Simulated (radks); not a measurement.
Problem. The mean radii <r> (bohr) of the occupied orbitals of an atom or ion are listed with their occupations. All-electron calculation, Dirac Kohn-Sham, PBE, spin-unpolarised, spherical densities, finite nucleus; Fermi nuclear charge, rms radius of each element as measured or else 0.836 A^(1/3) + 0.57 fm. Program: a radial shooting solver on a logarithmic mesh with Libxc functionals.

orbital      occ.      <r>
1s1/2           2  0.04029
2s1/2           2   0.1775
2p1/2           2   0.1523
2p3/2           4   0.1563
3s1/2           2   0.5101
3p1/2           2   0.5112
3p3/2           4   0.5216
3d3/2           4   0.5216
3d5/2           6   0.5254
4s1/2           2    1.392
4p1/2     1.33333    1.556
4p3/2     2.66667    1.583
7p1/2    0.333333    11.74
7p3/2    0.666667    11.77

Name the element and its charge. Open shells, if any, are shared by 2j + 1.

Solution. Z = 37, rubidium, charge +2: Rb2+ in [Ar] 3d10 4s2 4p4 7p1. The 1s radius gives Z: for a bare nucleus <r> = (2 gamma + 1)/(2Z) with gamma = sqrt(1 - (Z/c)^2), 0.03954 bohr for Z = 37, and screening makes it slightly larger (0.04029 here). The occupations add up to 35, and the charge is Z minus that.
